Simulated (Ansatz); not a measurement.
Gas-phase electronic energies from Ansatz, PBE0-D4/def2-TZVP geometries. CBS: MP2 limit from def2 TZ/QZ plus the TZ coupled-cluster correction, frozen cores. DFT in def2-TZVPP. B3LYP here is the variant with VWN-RPA as its local correlation; programs differ in this. For Mg outer-core shells are correlated without core-valence functions, which leaves a few kJ/mol of doubt a bond. Each species was taken in one conformer, which may not be the lowest.

Reaction (redistribution): `N[SiH]([AlH2])[SiH3]` + `[NH2][Mg][O][SiH3]` → `[AlH2][SiH]([SiH3])O[SiH3]` + `[NH2][Mg][NH2]`

| level | ΔE (kJ/mol) | difference from CCSD(T)/CBS |
| --- | --- | --- |
| B3LYP-D4 | 33.1 | -7.3 |
| r2SCAN | 41.1 | 0.7 |
| PBE0 | 41.4 | 1.0 |
| SCS-MP2/def2-TZVPP | 37.7 | -2.7 |
| CCSD/def2-TZVPP | 37.0 | -3.4 |
| CCSD(T)/def2-TZVPP | 37.0 | -3.4 |
| HF/def2-QZVPP | 38.6 | -1.8 |
| MP2/def2-QZVPP | 40.7 | 0.3 |
| SCS-MP2/def2-QZVPP | 40.0 | -0.4 |
| CCSD/CBS(def2) | 40.5 | 0.1 |
| CCSD(T)/CBS | 40.4 | 0 |

Largest T1 diagnostic among the species: 0.013.

The D4 term adds −4.5 kJ/mol with B3LYP and −2.8 kJ/mol with PBE0; it sums over pairs of atoms, weighted by their polarisabilities, and B3LYP, whose exchange is more repulsive, gets the larger term.
